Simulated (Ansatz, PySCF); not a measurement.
This triplet lies 0.64 eV below the relaxed singlet at the level B3LYP/cc-pVTZ // PBE0-D3(BJ)/def2-TZVP (Ansatz, a quantum-chemistry and plane-wave program).

Cartesian coordinates (Å):
```xyz
8

C      2.6411    -0.5760     0.1410
C      1.4113    -0.3094     0.1110
C      0.1565    -0.0418     0.0781
Si    -1.6065     0.3487     0.0260
H      3.6824    -0.7925     0.1751
H     -1.8003     1.8113     0.2005
H     -2.3117    -0.3725     1.1167
H     -2.1728    -0.0679    -1.2827
```
Charge 0, spin multiplicity 3.

What is the computed total energy, highest occupied spin orbital and dipole moment (PBE0-D3(BJ)/def2-TZVP (PySCF))?


- total energy: -405.8384 Ha
- highest occupied spin orbital: -6.63 eV
- dipole moment: 0.136 e·Å
